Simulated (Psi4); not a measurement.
Pair of molecules: SiH4 (SMILES [SiH4]) (first 5 atoms) with H2S (SMILES S); geometry from B3LYP-D3(BJ)/def2-TZVP, rigid monomers moved along the line of their centres of mass till Si1···S6 is 6.78 Å.
(charge 0, multiplicity 1):
```xyz
8

Si     0.030    -0.044    -0.287
H     -0.705     1.128     0.239
H     -0.110    -0.071    -1.764
H     -0.545    -1.286     0.272
H      1.462     0.059     0.063
S      0.294     0.158     6.482
H     -0.225     1.389     6.348
H     -0.909    -0.427     6.377
```

All values below come from Psi4 with SAPT0/jun-cc-pV(D+d)Z.

**Question.** Give the four SAPT terms and the total, and say what mostly holds the pair together.

**Answer.** electrostatics -0.03, exchange 0.00, induction 0.00, dispersion -0.03, total -0.06 kcal/mol; the largest attraction is electrostatics.
